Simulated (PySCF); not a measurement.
A structure optimised at PBE-D3(BJ)/def2-SVP, used in a PySCF frequency run:

```
C
C 1 1.3532
H 1 1.1058 2 119.35
H 2 1.1082 1 118.64 3 180.00
C 2 1.4964 4 115.37 1 180.00
H 5 1.1073 2 112.13 4 180.00
H 5 1.1115 6 108.55 2 122.65
H 5 1.1115 6 108.55 7 114.71
Si 1 1.8501 3 119.40 2 180.00
H 9 1.4965 1 111.26 3 180.00
Cl 9 2.0807 10 108.55 4 -121.66
Cl 9 2.0807 10 108.55 4 121.66
```

Task: Write its SMILES, formula and point group.

Result: C/C=C/[SiH](Cl)Cl, C3H6Cl2Si, Cs

Task: What are its rotational constants (standard atomic weights)?

Result: 2.2805, 1.0065, 0.73946 GHz
